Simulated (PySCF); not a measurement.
**Nuclear quadrupole coupling in `CC(C)(C)[C@@H]1CO[SiH2]S1`**

Species: C₆H₁₄OSSi.
Cartesian coordinates in Å at the GFN2-xTB level; atoms count from 1:
```
atom  x, y, z in Å
C1    -1.5816    1.5420    0.1814
C2    -0.9567    0.1437    0.1562
C3    -1.8111   -0.7621   -0.7386
C4    -0.9318   -0.4144    1.5799
C5     0.4583    0.2556   -0.4379
C6     1.1791   -1.0718   -0.6646
O7     2.5315   -0.8606   -0.9606
Si8    3.3047    0.3495   -0.1997
S9     1.5663    1.3014    0.6043
H10   -2.5844    1.4989    0.5994
H11   -0.9791    2.2110    0.7902
H12   -1.6459    1.9522   -0.8241
H13   -1.7811   -0.4234   -1.7721
H14   -2.8445   -0.7365   -0.4011
H15   -1.4684   -1.7930   -0.7006
H16   -0.2858    0.1932    2.2082
H17   -1.9350   -0.3967    1.9986
H18   -0.5774   -1.4423    1.5998
H19    0.3957    0.7798   -1.3970
H20    0.7449   -1.6017   -1.5168
H21    1.1053   -1.7038    0.2264
H22    4.1216   -0.1229    0.9045
H23    3.9708    1.1288   -1.2256
```

Field gradients from the PBE0/pcSseg-1 density (PySCF, non-relativistic), principal values in atomic units, ordered |Vxx| ≤ |Vyy| ≤ |Vzz|:

```
atom      Vxx      Vyy      Vzz
  O7  -0.4748  -1.2455   1.7204
  S9   0.0699   2.1227  -2.1926
```

**Question.** Find the asymmetry η = (Vxx − Vyy)/Vzz and the couplings χ = eQV/h (234.96 MHz × Q in barn × V in au), with Q(17O) = −0.0256 b, Q(33S) = −0.0678 b.

**Answer.** 
```
atom                environment  nucleus     η  χzz (MHz)  χxx (MHz)  χyy (MHz)
  O7         silyl ether oxygen      17O  0.45     -10.35       2.86       7.49
  S9  sulfur bonded to C and Si      33S  0.94      34.93      -1.11     -33.82
```

At S9 η is above 0.9: Vyy and Vzz are nearly equal in size and opposite in sign, so a small change could swap them and flip the sign of χzz. 

**Question.** What is Vzz at S9 in SI units (1 au = 9.71736 × 10²¹ V/m²)?

**Answer.** -2.1926 au = -21.306 × 10²¹ V/m².

Were the hydrogens deuterons (Q(2H) = 0.00286 b), χzz would run from 112 kHz (H22) to 213 kHz (H18, H17, H10 and H15).

One conformer (not necessarily the lowest) at the GFN2-xTB geometry, without solvent, vibrations or thermal averaging. GFN2-xTB bond lengths can be off by several hundredths of an ångström, more for odd bonds, and the gradients follow them. A larger basis could move these couplings by a tenth or more.
